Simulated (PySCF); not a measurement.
Mn(O)2(OH)3 (H3MnO5), SMILES [O]=[Mn](=[O])([OH])([OH])[OH], multiplicity 1. Atoms are numbered in the order given.

```xyz
9

Mn     0.0985    -0.1028     0.0972
O      1.3343    -0.8128    -0.4783
O      0.3849     0.4679     1.5169
O     -1.1821     0.1630    -1.1708
H     -1.0377     1.0889    -1.4439
O     -1.0274    -1.4053     0.5186
H     -1.7381    -1.4176    -0.1481
O      0.4341     1.6750    -0.5200
H      0.7631     2.1966     0.2305
```
Charge 0, spin multiplicity 1.

Coordinates come from a B3LYP-D3(BJ)/def2-SVP optimisation. The multiplicity is an assumed one; other spin states were not compared. One conformer was computed; it need not be the lowest.

Computed with PBE0/def2-TZVP (PySCF).

The molecule is in vacuum.

```yaml
total_energy: -1528.34807 hartree
highest_occupied_level: -9.15 eV
lowest_empty_level: -5.70 eV
orbital_gap: 3.45 eV
dipole_moment: 1.34 D
quadrupole, principal values (traceless, Buckingham form, about the centre of nuclear charge): -5.64, -0.62, 6.25 D·Å
mean_static_polarisability: 57.1 bohr³ (8.46 Å³)
polarisability_principal_values: 46.8, 57.0, 67.5 bohr³
```
